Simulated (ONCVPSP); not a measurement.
An all-electron radial function and its pseudo partner (molybdenum)

Columns: radius, all-electron u(r) and pseudo u(r) of the 4p shell (level -38.46 eV) of molybdenum in the configuration [Ar] 3d10 4s2 4p6 4d5 5s1; PBEsol, scalar-relativistic, ONCV scheme, ONCVPSP 4.0.1.

```csv
r (bohr),all-electron,pseudo
0.100,0.3060,0.0230
0.200,-0.2307,0.0895
0.300,-0.5292,0.1927
0.400,-0.4122,0.3220
0.500,-0.0865,0.4646
0.600,0.2744,0.6071
0.700,0.5812,0.7368
0.800,0.8041,0.8437
0.900,0.9420,0.9207
1.000,1.0078,0.9646
1.100,1.0180,0.9759
1.200,0.9887,0.9576
1.300,0.9339,0.9151
1.400,0.8639,0.8549
1.500,0.7868,0.7835
1.600,0.7079,0.7072
1.700,0.6308,0.6308
1.800,0.5579,0.5579
1.900,0.4904,0.4904
2.000,0.4289,0.4289
2.100,0.3736,0.3736
2.200,0.3244,0.3244
2.300,0.2808,0.2808
2.400,0.2425,0.2425
2.500,0.2090,0.2090
2.600,0.1799,0.1799
```

Q: How many radial nodes do the two functions have?

A: The all-electron 4p function has n − l − 1 = 2; the pseudo-wave has 0, since the states of the same l below it are removed with the core.

Q: At about which radius was the pseudo-wave matched?

A: 1.80 bohr, where the columns begin to agree (steps of 0.10 bohr).

Q: Is the pseudo-wave norm-conserving?

A: Yes: the ONCV scheme keeps the norm inside the radius equal to the all-electron one, which fixes the energy derivative of the logarithmic derivative at the level.
